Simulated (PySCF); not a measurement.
B3LYP has the VWN-RPA correlation part, as in Gaussian. Excitations are Tamm–Dancoff values on a coarser integration grid. The basis has no diffuse functions, so Rydberg states are missing or too high.

Species: BrCl$_{3}$Si, SMILES `Cl[Si](Cl)(Cl)Br` (charge 0, multiplicity 1).

Q: What S1–T1 gap (TDA), S1 excitation (TDA) and S1 oscillator strength does B3LYP-D3(BJ)/def2-TZVP (PySCF 2.14.0) give?

A: 
The S1–T1 gap (TDA) comes out as 0.44 eV and the S1 excitation (TDA) comes out as 6.36 eV. The S1 oscillator strength is 0.006.
